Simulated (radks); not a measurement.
Problem. Method: scalar-relativistic Kohn-Sham, LDA (Slater exchange, Perdew-Wang correlation), spin-polarised, spherical densities, finite nucleus; Fermi nuclear charge, rms radius of each element as measured or else 0.836 A^(1/3) + 0.57 fm; computed with a radial shooting solver on a logarithmic mesh with Libxc functionals. Response by self-consistent Sternheimer equations with the Hartree and adiabatic LDA kernel, the relativistic mass of each level held fixed and spin-orbit coupling left out. Estimate the static dipole polarisabilities of Br5+ ([Ar] 3d10 4s2) and Rb7+ ([Ar] 3d10 4s2) and the C6 coefficients of the three pairs.

Solution. alpha = 3.434 and 2.077 bohr^3; C6 = 7.592 (Br5+-Br5+), 5.124 (Br5+-Rb7+), 3.490 (Rb7+-Rb7+) hartree bohr^6.
